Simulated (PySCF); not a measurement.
OSc, SMILES [O]=[Sc] (connectivity only; charge and spin as stated), neutral, multiplicity 2. Coordinates come from a B3LYP-D3(BJ)/def2-TZVPD optimisation.

All values below come from B3LYP-D3(BJ)/def2-TZVPD (PySCF).

Harmonic wavenumbers (cm⁻¹): 1001. Rotational constants (GHz): 15.50 (linear); symmetry number 1.

Q: Work out the zero-point energy and the ideal-gas rigid-rotor harmonic-oscillator thermochemistry at 298.15 K and 1 atm.

A: ZPE = ½ Σ hcν = ½ × 1001 cm⁻¹ = 5.99 kJ/mol. H − E(el) = 14.76 kJ/mol. Entropy in J/(mol K): translation 160.01, rotation 58.15, vibration 0.39, spin 5.76, total 224.30. G − E(el) = -52.11 kJ/mol. Cp = 30.67 J/(mol K).
